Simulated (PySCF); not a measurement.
NMR data simulated for an unnamed compound:

1H NMR (600 MHz, computed): δ 6.11 (br s, 1H), 5.83 (br s, 1H), 5.19 (m, 1H), 4.97 (m, 1H), 4.93 (m, 1H), 4.35 (m, 1H), 4.34 (m, 1H), 1.53 (m, 1H), 1.04 (m, 1H).

13C{1H} NMR (computed): δ 148.0 (C), 135.0 (CH2), 121.8 (C), 76.0 (CH2), 64.7 (CH), 17.7 (CH2).

- GFN2-xTB structure
- shieldings: GIAO PBE0/pcSseg-1
- code: PySCF 2.14
- non-relativistic Hamiltonian, isolated molecule, one conformer

Scale: 1H and 13C vs TMS (reference shieldings calculated alike).

Which of these does the molecule contain: a nitrile, a benzene ring, a methoxy group, a carboxylic acid, a non-aromatic C=C double bond, a Si–H bond?

Answers


- A nitrile: yes (δC 121.8).
- A benzene ring: no.
- A methoxy group: no.
- A carboxylic acid: no.
- A non-aromatic C=C double bond: yes.
- A Si–H bond: yes (δH 4.34 (m), 4.93 (m)).

The data belong to `C=C1CO[C@@H](C#N)C[SiH2]1`, C6H9NOSi; they needn't prove each group on their own.

Carbon signals by region: 3 in the sp2 and nitrile region (100–160 ppm), 2 at 50–100 ppm, 1 below 50 ppm.

Shifts are as computed. Against solution values, carbons near 30 ppm lie about +3 ppm off and those near 130 ppm about +5 ppm. Of 1309 compounds with measured shifts, 239 miss one by over three times the rms of a fit or turn the order of signals round; such compounds aren't used in these exercises. Multiplicities follow the n + 1 count of equivalent neighbours, as no J values were calculated; m marks all less simple cases, F and P coupling included.
